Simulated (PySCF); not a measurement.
C3H8N, SMILES [CH2]N(C)C, multiplicity 2. Atoms are numbered in the order given.

```xyz
12

C      0.0994     1.4369     0.0000
N     -0.1924     0.0791     0.0000
C      0.0313    -0.6617     1.2226
C      0.0313    -0.6617    -1.2226
H     -0.0671     1.9722    -0.9467
H     -0.0671     1.9722     0.9467
H      1.1141    -0.8815     1.4063
H     -0.3461    -0.0808     2.0880
H     -0.5136    -1.6274     1.1893
H     -0.3461    -0.0808    -2.0880
H     -0.5136    -1.6274    -1.1893
H      1.1141    -0.8815    -1.4063
```
Charge 0, spin multiplicity 2.

Geometry: PBE-D3(BJ)/def2-SVP. The isomer is the one that the SMILES or the coordinates give; other isomers of the formula were not compared.

The numbers are results of PBE/pcH-1 run with PySCF, not measurements.

Unrestricted Kohn–Sham, ⟨S²⟩ = 0.752. Hyperfine tensors hold the contact and dipolar terms, without spin-orbit corrections.

Computed hyperfine couplings:
```json
[
 {"nucleus": "13C no. 1", "A(iso) (MHz)": "96.8", "A(iso) (G)": "34.6", "dipolar principal values (MHz)": "-59.5, -59.1, 118.7"},
 {"nucleus": "14N no. 2", "A(iso) (MHz)": "11.5", "A(iso) (G)": "4.1", "dipolar principal values (MHz)": "-14.4, -13.9, 28.3"},
 {"nucleus": "13C no. 3", "A(iso) (MHz)": "3.0", "A(iso) (G)": "1.1", "dipolar principal values (MHz)": "-2.1, -1.0, 3.1"},
 {"nucleus": "13C no. 4", "A(iso) (MHz)": "3.0", "A(iso) (G)": "1.1", "dipolar principal values (MHz)": "-2.1, -1.0, 3.1"},
 {"nucleus": "1H no. 5", "A(iso) (MHz)": "-25.9", "A(iso) (G)": "-9.2", "dipolar principal values (MHz)": "-26.9, -0.7, 27.6"},
 {"nucleus": "1H no. 6", "A(iso) (MHz)": "-25.9", "A(iso) (G)": "-9.2", "dipolar principal values (MHz)": "-26.9, -0.7, 27.6"},
 {"nucleus": "1H no. 7", "A(iso) (MHz)": "33.3", "A(iso) (G)": "11.9", "dipolar principal values (MHz)": "-3.5, -2.5, 6.0"},
 {"nucleus": "1H no. 8", "A(iso) (MHz)": "8.1", "A(iso) (G)": "2.9", "dipolar principal values (MHz)": "-3.6, -3.0, 6.6"},
 {"nucleus": "1H no. 9", "A(iso) (MHz)": "2.7", "A(iso) (G)": "0.9", "dipolar principal values (MHz)": "-3.5, -2.6, 6.1"},
 {"nucleus": "1H no. 10", "A(iso) (MHz)": "8.1", "A(iso) (G)": "2.9", "dipolar principal values (MHz)": "-3.6, -3.0, 6.6"},
 {"nucleus": "1H no. 11", "A(iso) (MHz)": "2.7", "A(iso) (G)": "0.9", "dipolar principal values (MHz)": "-3.5, -2.6, 6.1"},
 {"nucleus": "1H no. 12", "A(iso) (MHz)": "33.3", "A(iso) (G)": "11.9", "dipolar principal values (MHz)": "-3.5, -2.5, 6.0"}
]
```
